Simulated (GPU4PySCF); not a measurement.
Computed Raman spectrum (relative Raman activity) of a molecule C₁₀H₁₆S. Coordinates come from a PBE0-D3(BJ)/def2-TZVP optimisation. Other conformers were not sampled. Computed with PBE0-D3(BJ)/def2-TZVP (GPU4PySCF). Frequencies are harmonic and unscaled.

Lines under 2 % of the strongest are left out, and lines within 2 cm⁻¹ are merged.

ν (cm⁻¹): 595 (vw), 867 (w), 899 (vw), 908 (w), 968 (vw), 1106 (vw), 1114 (vw), 1183 (vw), 1320 (vw), 1336 (w), 1388 (vw), 1440 (vw), 1464 (m), 1473 (w), 1476 (vw), 1480 (w), 1491 (w), 1601 (w), 3018 (vs), 3031 (vs), 3034 (s), 3041 (s), 3049 (s), 3063 (w), 3074 (s), 3084 (w), 3104 (w), 3113 (w), 3120 (s), 3213 (m), 3254 (m), 3266 (s) (against the strongest line: vs over 80 %, s over 45 %, m over 15 %, w over 4 %, vw less)

**Question.** Identify the compound among the candidates.
A. CCc1sccc1C(C)(C)C
B. CCCCCCc1ccsc1
C. CCc1ccsc1C(C)(C)C
D. CCc1csc(C(C)(C)C)c1

**Answer.** B, CCCCCCc1ccsc1
